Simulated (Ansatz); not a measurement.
Cost and result for the atomization energy of C3H9Cl3SeSi2, SMILES `C[Si](C)(C)[Se][Si](Cl)(Cl)Cl` (18 atoms, 17 bonds).

```xyz
18

C     1.316   -1.370    0.699
Si   -0.240   -0.366    0.485
C    -1.447   -0.699    1.869
C    -1.025   -0.655   -1.180
Se    0.270    1.885    0.811
Si    1.026    2.451   -1.206
Cl    1.965    4.248   -1.032
Cl    2.359    1.111   -1.989
Cl   -0.456    2.664   -2.594
H     1.083   -2.437    0.622
H     2.054   -1.125   -0.066
H     1.764   -1.187    1.678
H    -1.726   -1.757    1.871
H    -2.356   -0.106    1.752
H    -1.010   -0.465    2.843
H    -1.358   -1.697   -1.233
H    -1.893   -0.011   -1.330
H    -0.326   -0.485   -2.000
```

The species carries charge 0 and has multiplicity 1. Correlated methods include outer-core shells of Se, which these sets cover unevenly. Scalar relativity is left out up to krypton. The geometry is a stationary point of PBE0-D4/def2-TZVP. It is one conformer, not always the lowest. Program: Ansatz. All runs use 4 threads of an AMD EPYC 7R13 on a shared host and a share of an NVIDIA H100 80 GB. Times are those of one run each, without the atoms' runs, and a repeat can differ threefold. Electronic energies, without spin–orbit coupling; frozen cores. CCSD(T)/CBS adds CCSD(T) − MP2 in def2-TZVPP to the MP2 limit, and its time is that of the two runs behind it. T1 = 0.009. With those shells the extrapolation isn't a true limit. B3LYP takes the VWN-RPA correlation (the form of Gaussian; ORCA's B3LYP/G).

CCSD(T)/CBS is a level of theory with its own doubt, some kJ/mol a heavy atom from the limit and from the frozen cores, so smaller differences don't rank the functionals.

```csv
level,functions,wall time,atomization (kcal/mol),difference from CCSD(T)/CBS,per bond
CCSD(T)/def2-SVP,209,13 s,1478.5,-106.3,-6.3
B3LYP-D4/def2-TZVPP (with forces),477,14 s,1572.6,-12.2,-0.7
BLYP-D4/def2-TZVPP,477,15 s,1560.7,-24.1,-1.4
PBE0-D4/def2-TZVPP,477,16 s,1589.5,4.7,0.3
BHLYP-D4/def2-TZVPP,477,16 s,1545.4,-39.4,-2.3
ωB97X-V/def2-TZVPP,477,16 s,1588.1,3.3,0.2
r2SCANh-D4/def2-TZVPP,477,17 s,1585.2,0.4,0.0
B97M-V/def2-TZVPP,477,18 s,1592.6,7.8,0.5
r2SCAN-D4/def2-TZVPP (with forces),477,19 s,1591.6,6.8,0.4
MP2/def2-QZVPP,880,27 s,1596.8,12.0,0.7
CAM-B3LYP-D4/def2-TZVPP,477,43 s,1575.3,-9.5,-0.6
CCSD(T)/def2-TZVPP,477,56 s,1539.4,-45.4,-2.7
CCSD(T)/CBS(def2),–,83 s,1584.8,0.0,0.0
```

At CCSD(T), def2-SVP lies −106.3 kcal/mol from the extrapolated value and def2-TZVPP −45.4 kcal/mol: correlation converges slowly with the basis, and small sets miss more of it in the bonded molecule than in its fragments. In def2-TZVPP, CCSD(T) changes the Hartree–Fock value by +354.0 kcal/mol (the triples alone add +24.6 kcal/mol) and MP2 by +385.0 kcal/mol; breaking electron pairs costs correlation energy, which Hartree–Fock lacks. From r2SCAN to r2SCAN0 (25 % exact exchange), in def2-TZVPP and without D4, the atomization energy moves by −16.6 kcal/mol: exact exchange takes away binding that semilocal exchange gives to molecules.
